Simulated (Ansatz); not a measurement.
Computed with Ansatz on PBE0-D4/def2-TZVP structures; ΔE is electronic, products minus reactants. CCSD(T)/CBS adds triple-zeta CCSD(T) − MP2 to the extrapolated MP2 energy (def2 sets, frozen cores). This one scheme is used for every species. DFT in def2-TZVPP. For Se outer-core shells are correlated without core-valence functions, which leaves a few kJ/mol of doubt a bond. Scalar relativity is left out up to krypton. Each species was taken in one conformer, which may not be the lowest.

Consider the formal exchange of groups at the Al–F bond: `[OH][Al]([F])[SeH]` + CH₄ → `[CH3][Al]([OH])[SeH]` + H–F.

Question: Is it downhill or uphill in electronic energy at CCSD(T)/CBS, and by how much? (An estimate is asked.)

Answer: The calculation gave: Uphill: ΔE = +180.1 kJ/mol.

Question: What do these levels give: PBE0-D4, BHLYP-D4, BLYP, CAM-B3LYP, CCSD/def2-TZVPP, CCSD(T)/def2-TZVPP? (Best estimate.)

Answer: Ansatz gave: PBE0-D4 172.8, BHLYP-D4 189.5, BLYP 189.9, CAM-B3LYP 191.4, CCSD/def2-TZVPP 183.4, CCSD(T)/def2-TZVPP 180.5 kJ/mol.

Largest T1 diagnostic among the species: 0.011.

The D4 term adds −4.7 kJ/mol with B3LYP and −2.8 kJ/mol with PBE0; it sums over pairs of atoms, weighted by their polarisabilities, and B3LYP, whose exchange is more repulsive, gets the larger term. Leaving LDA and LC-ωPBE aside and taking each functional with its dispersion term where it has one, the values, not all of them listed here, spread over 18.6 kJ/mol, from revPBE-D4 to BHLYP-D4. LDA lies −6.2 kJ/mol from PBE without D4.

B3LYP here is the variant with VWN-RPA as its local correlation; programs differ in this.
